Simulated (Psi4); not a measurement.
Job for Psi4: SAPT0/jun-cc-pV(D+d)Z on FH7Si2 (a complex), monomers drawn apart or pushed together.

```
memory 2025 MB

molecule dimer {
0 1
F     1.45958480    0.31951535   -0.17441569
H     1.34353286    0.29973948    0.74874191
--
0 1
Si   -0.52700179   -0.19814534    5.47608576
Si   -0.49782231   -0.19727851    3.13243465
H    -1.87472197   -0.58505408    5.95593642
H    -0.19968460    1.15489216    5.98377557
H     0.46936219   -1.16645034    5.99109562
H    -0.78771170   -1.53974149    2.57966948
H     0.86948770    0.19289354    2.67611774
H    -1.45329599    0.78503744    2.57214036
units angstrom
symmetry c1
no_reorient
no_com
}

set {
  basis jun-cc-pV(D+d)Z
  scf_type df
  freeze_core true
}

energy('sapt0')
```

It printed:

```
[...]
==> Input File <==

--------------------------------------------------------------------------
memory 2025 MB

molecule dimer {
0 1
F     1.45958480    0.31951535   -0.17441569
H     1.34353286    0.29973948    0.74874191
--
0 1
Si   -0.52700179   -0.19814534    5.47608576
Si   -0.49782231   -0.19727851    3.13243465
H    -1.87472197   -0.58505408    5.95593642
H    -0.19968460    1.15489216    5.98377557
H     0.46936219   -1.16645034    5.99109562
H    -0.78771170   -1.53974149    2.57966948
H     0.86948770    0.19289354    2.67611774
H    -1.45329599    0.78503744    2.57214036
units angstrom
symmetry c1
no_reorient
no_com
}

set {
  basis jun-cc-pV(D+d)Z
  scf_type df
  freeze_core true
}

energy('sapt0')
--------------------------------------------------------------------------


   => Loading Basis Set <=

    Name: JUN-CC-PV(D+D)Z
    Role: ORBITAL
    Keyword: BASIS
    atoms 1       entry F          line   290 file jun-cc-pv_dpd_z.gbs
    atoms 2, 5-10 entry H          line    60 file jun-cc-pv_dpd_z.gbs
    atoms 3-4     entry SI         line   566 file jun-cc-pv_dpd_z.gbs

   => Loading Basis Set <=

    Name: JUN-CC-PV(D+D)Z
    Role: ORBITAL
    Keyword: BASIS
    atoms 1       entry F          line   290 file jun-cc-pv_dpd_z.gbs
    atoms 2, 5-10 entry H          line    60 file jun-cc-pv_dpd_z.gbs
    atoms 3-4     entry SI         line   566 file jun-cc-pv_dpd_z.gbs


  //>>>>>>>>>>>>>>>>>>>>>>>>>>>>>>>>>>>//
  //              Dimer HF             //
  //<<<<<<<<<<<<<<<<<<<<<<<<<<<<<<<<<<<//

   => Libint2 <=

    Primary   basis highest AM E, G, H:  7, 6, 3
    Auxiliary basis highest AM E, G, H:  7, 7, 4
    Onebody   basis highest AM E, G, H:  -, -, -
    Solid Harmonics ordering:            Gaussian


   => Loading Basis Set <=

    Name: JUN-CC-PV(D+D)Z
    Role: ORBITAL
    Keyword: BASIS
    atoms 1       entry F          line   290 file jun-cc-pv_dpd_z.gbs
    atoms 2, 5-10 entry H          line    60 file jun-cc-pv_dpd_z.gbs
    atoms 3-4     entry SI         line   566 file jun-cc-pv_dpd_z.gbs


         ---------------------------------------------------------
                                   SCF
               by Justin Turney, Rob Parrish, Andy Simmonett
                          and Daniel G. A. Smith
                              RHF Reference
                        1 Threads,   1931 MiB Core
         ---------------------------------------------------------

  ==> Geometry <==

    Molecular point group: c1
    Full point group: C1

    Geometry (in Angstrom), charge = 0, multiplicity = 1:

       Center              X                  Y                   Z               Mass
    ------------   -----------------  -----------------  -----------------  -----------------
         F            1.459584800000     0.319515350000    -0.174415690000    18.998403162730
         H            1.343532860000     0.299739480000     0.748741910000     1.007825032230
         SI          -0.527001790000    -0.198145340000     5.476085760000    27.976926534650
         SI          -0.497822310000    -0.197278510000     3.132434650000    27.976926534650
         H           -1.874721970000    -0.585054080000     5.955936420000     1.007825032230
         H           -0.199684600000     1.154892160000     5.983775570000     1.007825032230
         H            0.469362190000    -1.166450340000     5.991095620000     1.007825032230
         H           -0.787711700000    -1.539741490000     2.579669480000     1.007825032230
         H            0.869487700000     0.192893540000     2.676117740000     1.007825032230
         H           -1.453295990000     0.785037440000     2.572140360000     1.007825032230

  Running in c1 symmetry.

  Rotational constants: A =      0.30355  B =      0.01329  C =      0.01285 [cm^-1]
  Rotational constants: A =   9100.31074  B =    398.48468  C =    385.21664 [MHz]
  Nuclear repulsion =  135.064820241993004

  Charge       = 0
  Multiplicity = 1
  Electrons    = 44
  Nalpha       = 22
  Nbeta        = 22

  ==> Algorithm <==

  SCF Algorithm Type is DF.
  DIIS enabled.
  MOM disabled.
  Fractional occupation disabled.
  Guess Type is SAD.
  Energy threshold   = 1.00e-08
  Density threshold  = 1.00e-08
  Integral threshold = 1.00e-12

  ==> Primary Basis <==

  Basis Set: JUN-CC-PV(D+D)Z
    Blend: JUN-CC-PV(D+D)Z
    Number of shells: 51
    Number of basis functions: 107
    Number of Cartesian functions: 112
    Spherical Harmonics?: true
    Max angular momentum: 2

   => Loading Basis Set <=

    Name: (JUN-CC-PV(D+D)Z AUX)
    Role: JKFIT
    Keyword: DF_BASIS_SCF
    atoms 1       entry F          line   314 file jun-cc-pvdz-jkfit.gbs
    atoms 2, 5-10 entry H          line    70 file jun-cc-pvdz-jkfit.gbs
    atoms 3-4     entry SI         line   506 file jun-cc-pvdz-jkfit.gbs

  ==> Integral Setup <==

  DFHelper Memory: AOs need 0.042 GiB; user supplied 1.414 GiB.
  SCF_SUBTYPE=INCORE selected. In-core MEM_DF algorithm will be used.
  Using
[...]
741481   100A      5.741549   101A      6.023028
     102A      6.025503   103A      6.688514   104A      7.085672
     105A      7.094797   106A      7.944670   107A     42.860788

    Final Occupation by Irrep:
              A
    DOCC [    17 ]
    NA   [    17 ]
    NB   [    17 ]

  @DF-RHF Final Energy:  -581.35134686310505

   => Energetics <=

    Nuclear Repulsion Energy =             90.7624233400992892
    One-Electron Energy =                -986.2776234930165629
    Two-Electron Energy =                 314.1638532898122094
    Total Energy =                       -581.3513468631050500

Computation Completed


Properties will be evaluated at   0.000000,   0.000000,   0.000000 [a0]

Properties computed using the SCF density matrix


 Multipole Moments:

 ------------------------------------------------------------------------------------
     Multipole            Electronic (a.u.)      Nuclear  (a.u.)        Total (a.u.)
 ------------------------------------------------------------------------------------

 L = 1.  Multiply by 2.5417464519 to convert [e a0] to [Debye]
 Dipole X            :         32.7037222          -32.7378077           -0.0340855
 Dipole Y            :         12.6407508          -12.6505007           -0.0097499
 Dipole Z            :       -276.3810235          276.4253977            0.0443742
 Magnitude           :                                                    0.0567975

 ------------------------------------------------------------------------------------

  Constructing Basis Sets for SAPT...

   => Loading Basis Set <=

    Name: (JUN-CC-PV(D+D)Z AUX)
    Role: RIFIT
    Keyword: DF_BASIS_SAPT
    atoms 1       entry F          line   232 file jun-cc-pvdz-ri.gbs
    atoms 2, 5-10 entry H          line    30 file jun-cc-pvdz-ri.gbs
    atoms 3-4     entry SI         line   376 file jun-cc-pvdz-ri.gbs

   => Loading Basis Set <=

    Name: (JUN-CC-PV(D+D)Z AUX)
    Role: JKFIT
    Keyword: DF_BASIS_ELST
    atoms 1       entry F          line   314 file jun-cc-pvdz-jkfit.gbs
    atoms 2, 5-10 entry H          line    70 file jun-cc-pvdz-jkfit.gbs
    atoms 3-4     entry SI         line   506 file jun-cc-pvdz-jkfit.gbs


  //>>>>>>>>>>>>>>>>>>>>>>>>>>>>>>>>>>>//
  //               SAPT0               //
  //<<<<<<<<<<<<<<<<<<<<<<<<<<<<<<<<<<<//



        SAPT0
    Ed Hohenstein
     6 June 2009

      Orbital Information
  --------------------------
    NSO        =       107
    NMO        =       107
    NRI        =       333
    NRI (Elst) =       482
    NOCC A     =         5
    NOCC B     =        17
    FOCC A     =         1
    FOCC B     =        10
    NVIR A     =       102
    NVIR B     =        90

    Elst10,r            =    -0.001733855099 [Eh]
    Exch10              =     0.003021832523 [Eh]
    Exch10 (S^2)        =     0.003014404070 [Eh]

    Maxiter = 50
    CPHF R converge = 1.000000E-08

    Iter     Energy [mEh]          dE [mEh]         Residual      Time [s]
       1      -0.03944815       0.039448146     8.017500e-04             0
       2      -0.04672313       0.007274984     1.464412e-04             0
       3      -0.04672919       0.000006060     7.043328e-05             0
       4      -0.04660206      -0.000127131     1.746386e-05             0
       5      -0.04662299       0.000020927     3.041294e-06             0
       6      -0.04662489       0.000001901     5.893840e-07             0
       7      -0.04662418      -0.000000703     1.043413e-07             0
       8      -0.04662429       0.000000106     1.305323e-08             0
       9      -0.04662428      -0.000000007     2.292028e-09             0

    CHF Iterations converged

    Maxiter = 50
    CPHF R converge = 1.000000E-08

    Iter     Energy [mEh]          dE [mEh]         Residual      Time [s]
       1      -1.83388640       1.833886401     7.202757e-03             0
       2      -2.39849848       0.564612079     1.844813e-03             1
       3      -2.40782228       0.009323799     4.621024e-04             1
       4      -2.39804857      -0.009773709     9.809642e-05             1
       5      -2.39960099       0.001552419     2.200792e-05             1
       6      -2.39958480      -0.000016192     5.731985e-06             1
       7      -2.39953551      -0.000049283     9.716344e-07             1
       8      -2.39954052       0.000005011     2.429120e-07             1
       9      -2.39954069       0.000000164     3.742973e-08             1
      10      -2.39954046      -0.000000227     5.339704e-09             1

    CHF Iterations converged

    Ind20,r (A<-B)      =    -0.000046624283 [Eh]
    Ind20,r (B<-A)      =    -0.002399540461 [Eh]
    Ind20,r             =    -0.002446164744 [Eh]
    Exch-Ind20,r (A<-B) =     0.000031472890 [Eh]
    Exch-Ind20,r (B<-A) =     0.000936486917 [Eh]
    Exch-Ind20,r        =     0.000967959807 [Eh]
    Disp20              =    -0.001204538308 [Eh]
    Disp20 (SS)         =    -0.000602269154 [Eh]
    Disp20 (OS)         =    -0.000602269154 [Eh]
    Exch-Disp20         =     0.000120665791 [Eh]
    Exch-Disp20 (SS)    =     0.000069525359 [Eh]
    Exch-Disp20 (OS)    =     0.000051140432 [Eh]

    SAPT Results
  --------------------------------------------------------------------------------------------------------
    Electrostatics                 -1.73385510 [mEh]      -1.08801050 [kcal/mol]      -4.55223594 [kJ/mol]
      Elst10,r                     -1.73385510 [mEh]      -1.08801050 [kcal/mol]      -4.55223594 [kJ/mol]

    Exchange                        3.02183252 [mEh]       1.89622854 [kcal/mol]       7.93382020 [kJ/mol]
      Exch10                        3.02183252 [mEh]       1.89622854 [kcal/mol]       7.93382020 [kJ/mol]
      Exch10(S^2)                   3.01440407 [mEh]       1.89156711 [kcal/mol]       7.91431680 [kJ/mol]

    Induction                      -1.96037251 [mEh]      -1.23015232 [kcal/mol]      -5.14695731 [kJ/mol]
      Ind20,r                      -2.44616474 [mEh]      -1.53499155 [kcal/mol]      -6.42240465 [kJ/mol]
      Exch-Ind20,r                  0.96795981 [mEh]       0.60740395 [kcal/mol]       2.54137812 [kJ/mol]
      delta HF,r (2)               -0.48216757 [mEh]      -0.30256472 [kcal/mol]      -1.26593078 [kJ/mol]

    Dispersion                     -1.08387252 [mEh]      -0.68014027 [kcal/mol]      -2.84570690 [kJ/mol]
      Disp20                       -1.20453831 [mEh]      -0.75585920 [kcal/mol]      -3.16251489 [kJ/mol]
      Exch-Disp20                   0.12066579 [mEh]       0.07571893 [kcal/mol]       0.31680799 [kJ/mol]
      Disp20 (SS)                  -0.60226915 [mEh]      -0.37792960 [kcal/mol]      -1.58125745 [kJ/mol]
      Disp20 (OS)                  -0.60226915 [mEh]      -0.37792960 [kcal/mol]      -1.58125745 [kJ/mol]
      Exch-Disp20 (SS)              0.06952536 [mEh]       0.04362782 [kcal/mol]       0.18253881 [kJ/mol]
      Exch-Disp20 (OS)              0.05114043 [mEh]       0.03209111 [kcal/mol]       0.13426919 [kJ/mol]

  Total HF                         -0.67239508 [mEh]      -0.42193429 [kcal/mol]      -1.76537305 [kJ/mol]
  Total SAPT0                      -1.75626760 [mEh]      -1.10207456 [kcal/mol]      -4.61107995 [kJ/mol]

  Special recipe for scaled SAPT0 (see Manual):
    Electrostatics sSAPT0          -1.73385510 [mEh]      -1.08801050 [kcal/mol]      -4.55223594 [kJ/mol]
    Exchange sSAPT0                 3.02183252 [mEh]       1.89622854 [kcal/mol]       7.93382020 [kJ/mol]
    Induction sSAPT0               -1.95319877 [mEh]      -1.22565073 [kcal/mol]      -5.12812267 [kJ/mol]
    Dispersion sSAPT0              -1.08297824 [mEh]      -0.67957911 [kcal/mol]      -2.84335898 [kJ/mol]
  Total sSAPT0                     -1.74819959 [mEh]      -1.09701180 [kcal/mol]      -4.58989739 [kJ/mol]
  --------------------------------------------------------------------------------------------------------



*** Psi4 exiting successfully. Buy a developer a beer!
```

The run finished.

Cost: very roughly 18 core-seconds.
